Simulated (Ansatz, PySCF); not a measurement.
Stretching the Zn1–H2 bond in HIZn (SMILES [ZnH][I]) (multiplicity 1 held, fragments rigid). Energies count from the point at 1.531 Å.
Geometry at that point (charge 0, multiplicity 1):
```xyz
3

Zn     0.000     0.000    -1.525
H      0.000     0.000    -3.056
I      0.000     0.000     0.921
```

U- levels take the lowest unrestricted solution at each point, which mixes spins at long bonds. Active spaces are followed from a long bond inwards. Levels need not reach the same state.

Cores are frozen in the correlated methods. Filled d and f shells under p-block atoms count as core. Rows in 3-21G carry no dispersion term and start afresh at each structure; the Pople sets are all-electron and without relativity.

Run with Ansatz (an electronic-structure program) with Gaussian orbitals; PySCF for 3-21G rows. Each number belongs to the level named beside it. In def2 rows elements past Kr take small-core potentials, without spin–orbit coupling.

Q: Predict the energy at R = 4.898 Å from U-PBE/def2-TZVPP.

A: 75.4 kcal/mol

Q: Predict the energy at R = 4.898 Å from R-HF/3-21G.

A: 146.4 kcal/mol

Q: Give the energy at R = 4.898 Å at the level FIC-MRCISD+Q on CASSCF(2,2)/def2-TZVPP.

A: 78.0 kcal/mol

Doubts at one or more of the structures used: a restricted determinant that unrestricted orbitals would lower (R-HF/3-21G); a spin-contaminated determinant (U-PBE/def2-TZVPP).
